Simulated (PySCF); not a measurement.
## Cr(2+): excitation energy

Cr(2+) [Ar] 3d4 (5D) → Cr(2+) [Ar] 3d3 4p1 (high-spin determinant), as a difference of total energies. Calculation: PySCF 2.14, in ANO-RCC-VTZP; scalar relativity by spin-free X2C-1e. Correlated levels: valence: [Ar] frozen. The calculations carry no spin-orbit coupling.

| method | excitation energy (cm⁻¹) |
| --- | --- |
| UHF | 89905 |
| MP2 (valence) | 93776 |
| SCS-MP2 (valence) | 91196 |
| CCSD (valence) | 93694 |
| CCSD(T) (valence) | 93637 |

A first-order spin-orbit estimate (lowest level to lowest level, LS coupling) adds -0.051 eV.

The basis was made for the ground configuration and has no added diffuse functions, so the excitation energy can come out too high.

The determinant of the upper state mixes LS terms, which raises its energy above the lowest term, most at the Hartree-Fock and MP2 levels.
